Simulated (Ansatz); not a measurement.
One change: `CC=C(C)C` becomes `CC(C)=CBr`.

Ansatz, PBE0-D4/def2-TZVP geometries, multiplicity 1. 

Scalar relativity is left out up to krypton.

| property | `CC=C(C)C` |
| --- | --- |
| LUMO energy (PBE/def2-TZVPP) / eV | -0.18 |
| HOMO–LUMO gap (B3LYP/def2-TZVPP) / eV | 7.01 |
| size of the dipole moment (B3LYP/def2-TZVPP) / D | 0.21 |
| LUMO energy (ωB97M-V/def2-TZVPP) / eV | 2.74 |
| HOMO energy (ωB97M-V/def2-TZVPP) / eV | -8.81 |
| LUMO energy (PBE0/def2-TZVPP) / eV | 0.85 |

(1) Give the same properties after the change, and the shifts. (Estimate.)

## Answers

(1) The calculation gave: 
| property | `CC(C)=CBr` | shift |
| --- | --- | --- |
| LUMO energy (PBE/def2-TZVPP) / eV | -0.83 | -0.65 |
| HOMO–LUMO gap (B3LYP/def2-TZVPP) / eV | 6.53 | -0.48 |
| size of the dipole moment (B3LYP/def2-TZVPP) / D | 2.05 | 1.84 |
| LUMO energy (ωB97M-V/def2-TZVPP) / eV | 2.22 | -0.52 |
| HOMO energy (ωB97M-V/def2-TZVPP) / eV | -8.96 | -0.15 |
| LUMO energy (PBE0/def2-TZVPP) / eV | 0.15 | -0.70 |

With PBE0 the HOMO falls by 0.22 eV and the LUMO falls by 0.70 eV, so the gap narrows by about 0.48 eV. PBE moves the HOMO by -0.20 eV and ωB97M-V by -0.15 eV. The zero-point energy changes by -98.4 kJ/mol with -9 modes. Dipoles are sizes alone; their direction can turn.

B3LYP here is the variant with VWN-RPA as its local correlation; programs differ in this.

Spin–orbit coupling is left out; it splits and shifts lone-pair levels of the heavy atoms by tenths of an eV.
